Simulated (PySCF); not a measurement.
**How methods differ on the excitation energy of Tl⁺**

Tl⁺ [Xe] 4f14 5d10 6s2 (1S) → Tl⁺ [Xe] 4f14 5d10 6s1 6p1, s spin flipped, as a difference of total energies. All numbers are calculated (PySCF 2.14, a scalar-relativistic core potential, in aug-cc-pVTZ-PP with one added diffuse shell each of d, f type with ECP60MDF (6s5p5d3f, 67 functions)). Correlated levels: valence: 5s2 5p6 5d10 frozen. The calculations carry no spin-orbit coupling.

```tsv
method	excitation energy (eV)
UHF	7.405
LDA	8.211
PBE	7.999
PBE0	7.933
r2SCAN	7.990
B3LYP	7.952
BHandHLYP	7.846
CAM-B3LYP	7.954
B97-3	7.991
MP2 (valence)	7.487
SCS-MP2 (valence)	7.503
```

Q: How much does correlation contribute at MP2 (valence)?

A: 7.487 − (7.405) = 0.082 eV, measured against UHF.

The upper determinant mixes two multiplicities, so it lies between the two terms.
